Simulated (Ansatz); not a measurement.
Calculated with Ansatz (gas phase, PBE0-D4/def2-TZVP geometries, no zero-point term in ΔE). CCSD(T)/CBS is the MP2 limit (def2-TZVPP, def2-QZVPP) plus CCSD(T) − MP2 in def2-TZVPP, frozen cores. DFT in def2-TZVPP. One conformer a species, not always the lowest.

Reaction (redistribution): `C=C[Si@@H](N)O[Si@H](N)Cl` + `C[SiH](N)O` → `N[Si@H](Cl)[Si@@H](N)O` + `C=C[SiH](N)OC`

```tsv
level	ΔE (kJ/mol)
PBE-D4	209.2
PBE0-D4	223.8
ωB97X-V	232.2
B2PLYP	240.4
```

Problem. What does CCSD(T)/CBS give? (Best estimate.)

Solution. The calculation gave: +244.0 kJ/mol. The listed levels differ from it by -34.8, -20.2, -11.8, -3.6 kJ/mol.

Largest T1 diagnostic among the species: 0.011.

From PBE to PBE0 (25 % exact exchange), in def2-TZVPP and without D4, ΔE moves by +14.6 kJ/mol. In def2-TZVPP, CCSD(T) changes the Hartree–Fock value by −14.9 kJ/mol (the triples alone add −3.6 kJ/mol) and MP2 by −3.7 kJ/mol.
